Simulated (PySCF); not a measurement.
Basis and Hamiltonian dependence of the electron affinity of Se

Se⁻ [Ar] 3d10 4s2 4p5 (2P) → Se [Ar] 3d10 4s2 4p4 (3P). All values are computed (PySCF 2.14, energy differences of UHF-based or UKS calculations, no spin-orbit coupling). Values in eV.

```
                                                            basis       Hamiltonian  functions    UHF    LDA   PBE0  MP2 (valence)  CCSD(T) (valence)  CCSD(T) (valence and next inner shell)
                                     aug-cc-pVDZ-PP with ECP10MDF               ECP         32  0.952  2.329  2.016          1.719              1.735                                     n/a
                                                   aug-cc-pVDZ-DK     spin-free X2C         36  0.957  2.349  2.029          1.720              1.738                                     n/a
                                                     ANO-RCC-VTZP     spin-free X2C         43  0.921  2.360  2.011          1.802              1.848                                   1.865
                                   aug-cc-pwCVDZ-PP with ECP10MDF               ECP         48  0.946  2.341  2.024          1.716                n/a                                   1.733
                                     aug-cc-pVTZ-PP with ECP10MDF               ECP         55  0.927  2.330  2.003          1.850              1.899                                     n/a
   x2c-TZVPPall with one added diffuse shell each of s, p, d type     spin-free X2C         57  0.929  2.345  2.011          1.803              1.846                                   1.857
                                                      def2-TZVPPD  non-relativistic         57  0.982  2.384  2.059          1.844              1.883                                   1.893
                                                   aug-cc-pVTZ-DK     spin-free X2C         59  0.929  2.349  2.013          1.851              1.901                                     n/a
                                     aug-cc-pVQZ-PP with ECP10MDF               ECP         89  0.925  2.332  2.006          1.934              1.988                                     n/a
                                                       dyall-av2z  non-relativistic         92  1.021  2.403  2.095          1.773              1.785                                     n/a
                                                   aug-cc-pVQZ-DK     spin-free X2C         93  0.927  2.346  2.012          1.935              1.989                                     n/a
                                   aug-cc-pwCVTZ-PP with ECP10MDF               ECP         96  0.925  2.330  2.004          1.854              1.902                                   1.910
                                                      def2-QZVPPD  non-relativistic         98  0.978  2.382  2.057          1.939              1.993                                     n/a
x2c-QZVPPall with one added diffuse shell each of s, p, d, f type     spin-free X2C        113  0.926  2.346  2.011          1.910                n/a                                     n/a
```

Extrapolation of CCSD(T) (valence) from aug-cc-pVTZ-PP with ECP10MDF and aug-cc-pVQZ-PP with ECP10MDF: the correlation parts are 0.972 and 1.063 eV; with the X⁻³ form and unrounded values, (4³ × 1.063 − 3³ × 0.972)/(4³ − 3³) = 1.129 eV, and adding the Hartree-Fock value 0.925 eV of the larger basis gives 2.055 eV.

Extrapolation of CCSD(T) (valence) from aug-cc-pVTZ-DK and aug-cc-pVQZ-DK: the correlation parts are 0.972 and 1.062 eV; with the X⁻³ form and unrounded values, (4³ × 1.062 − 3³ × 0.972)/(4³ − 3³) = 1.129 eV, and adding the Hartree-Fock value 0.927 eV of the larger basis gives 2.055 eV.

Frozen in the all-electron rows: valence: [Ar] 3d10; valence and next inner shell: [Ne]; with a core potential, the same shells as far as they lie outside it.

Non-relativistic rows lack the scalar-relativistic shift.

In most of these bases the highest occupied level of the anion is positive at LDA, PBE0, so the basis helps to hold the electron.

Between the lowest levels the reference is 2.021 eV (measured; photodetachment measurements, as compiled on the Wikipedia data page of electron affinities); it includes spin-orbit coupling, which these numbers lack.
